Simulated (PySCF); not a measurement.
**Cost of excited-state runs on SMILES o1c(=O)cc([S][AlH2])cc1, C5H5AlO2S**

Bonds (- single, = double, # triple, : aromatic): O1=C2 1.177 Å, C2:C3 1.464 Å, C3:C4 1.343 Å, C4-S5 1.785 Å, S5-Al6 2.210 Å, C4:C7 1.454 Å, C7:C8 1.332 Å, C8:O9 1.331 Å, O9:C2 1.360 Å. C3 carries H10; Al6 carries H11, H12; C7 carries H13; C8 carries H14.

PySCF with density fitting, on 1 thread of an Arm Neoverse V1, shared host. Command: `OMP_NUM_THREADS=1 python excited_run.py task.json out`

Q: How long does each of these runs take, and how much memory?
- excited-state relaxation, HF/def2-SV(P); state S1; TDA; grid level 1; writes grids
- excited-state relaxation, HF/def2-SV(P); state T1; UKS; grid level 1

A: 
```
                     run          level  basis functions  wall time  peak memory (GiB)
excited-state relaxation  HF/def2-SV(P)              144    2.6 min               0.88
excited-state relaxation  HF/def2-SV(P)              144      120 s               0.64
```
Times from a shared host are rough.
